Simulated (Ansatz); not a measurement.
Relaxation of Cl2Ge2H4O (9 atoms, charge 0, multiplicity 1), to a largest force component of 0.02 eV/Å in at most 40 steps.

These are results of RKS PBE-D4/def2-SVP (Ansatz 0.2.0), not measurements.

```xyz
9
Properties=species:S:1:pos:R:3:forces:R:3
Ge 0.000 0.000 0.000 0.45 0.75 -0.08
Ge 0.000 0.000 2.400 0.18 0.23 0.55
H -1.396 -0.432 2.917 -0.03 -0.02 -0.05
H 1.072 -0.993 2.917 -0.04 -0.02 -0.04
H 0.324 1.425 2.917 -0.02 -0.06 -0.02
Cl 2.094 0.000 -0.739 -0.72 0.01 0.08
Cl -1.046 1.812 -0.739 0.33 -0.52 0.07
O -0.834 -1.444 -0.589 -0.79 -1.08 0.60
H -1.288 -1.910 0.183 0.64 0.70 -1.11
```

Q: Where does it end, and by what steps?

A: The run converged. The force dipped under the threshold on the way, but the program's further checks kept it going. After 22 steps the energy has fallen by 0.255 eV; H9 moved furthest, 1.41 Å.

```csv
step,energy less start (eV),largest force component (eV/Å),accepted
0,0.0000,1.111,yes
1,-0.0958,0.656,yes
2,-0.1102,0.505,yes
3,-0.1188,0.222,yes
4,-0.1380,0.212,yes
5,-0.1469,0.104,yes
6,-0.0705,2.513,no
7,-0.1543,0.066,yes
8,-0.1562,0.629,yes
9,-0.1691,0.194,yes
10,-0.1806,0.253,yes
11,-0.1813,0.253,yes
12,-0.2019,0.192,yes
13,-0.2271,0.222,yes
14,-0.2300,0.149,yes
15,-0.1137,2.818,no
16,-0.2405,0.080,yes
17,-0.2478,0.068,yes
18,-0.2506,0.212,yes
19,-0.2546,0.006,yes
20,-0.2544,0.146,no
21,-0.2546,0.079,yes
22,-0.2547,0.001,yes
```

```xyz
9
Properties=species:S:1:pos:R:3
Ge -0.136 -0.102 0.203
Ge 0.087 0.076 2.617
H -1.320 -0.031 3.249
H 1.008 -1.063 3.110
H 0.717 1.456 2.911
Cl 1.797 0.064 -0.804
Cl -1.375 1.501 -0.618
O -0.873 -1.673 -0.218
H -0.978 -1.771 -1.184
```

Whether the end is a true minimum wasn't checked by a vibrational analysis.

The run took 38 s on 4 threads of Arm Neoverse V2, with other jobs on the host, peak memory 0.18 GiB.
